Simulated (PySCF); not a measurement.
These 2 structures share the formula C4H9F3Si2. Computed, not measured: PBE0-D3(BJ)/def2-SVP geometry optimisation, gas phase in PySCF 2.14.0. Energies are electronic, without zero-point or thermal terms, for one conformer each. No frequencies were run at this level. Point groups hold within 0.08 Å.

Question: Order them by energy at this level, lowest first, and give relative energies in kcal/mol.
A. `[CH3:1][SiH2:2]/[CH:3]=[C:4](\[SiH3:5])[C:6]([F:7])([F:8])[F:9]` with C1–Si2–C3–C4 95°
B. `[CH3:1][Si@H:2]1[CH2:3][Si@@H:4]([C:5]([F:6])([F:7])[F:8])[CH2:9]1` with C1–Si2–C3–Si4 108°, Si2–C3–Si4–C5 -103°, C3–Si4–C9–Si2 -8°, C1–Si2–C9–Si4 -108°

Answer: B (0.0), A (27.0).

As drawn, the lower has a four-membered ring, which the higher lacks; the higher has a C=C bond outside aromatic rings, which the lower lacks.

```csv
SMILES,E (Eh),E rel (kcal/mol),dipole (D),point group,"A, B, C (MHz)"
C[Si@H]1C[Si@@H](C(F)(F)F)C1,-1035.16448,0.0,2.14,Cs,"1928, 785.7, 731.2"
C[SiH2]/C=C(\[SiH3])C(F)(F)F,-1035.12152,27.0,2.43,C1,"1730, 650.7, 558.3"
```

How do the relative energies change in single points at B97-2/pcSseg-1 (no added dispersion term) on the same geometries?

| SMILES | PBE0-D3(BJ)/def2-SVP (kcal/mol) | B97-2/pcSseg-1 (kcal/mol) | shift |
| --- | --- | --- | --- |
| C[Si@H]1C[Si@@H](C(F)(F)F)C1 | 0.0 | 0.0 | 0.0 |
| C[SiH2]/C=C(\[SiH3])C(F)(F)F | 27.0 | 25.5 | -1.5 |

Each column counts from its own lowest isomer. The order is unchanged; the largest shift is 1.5 kcal/mol.
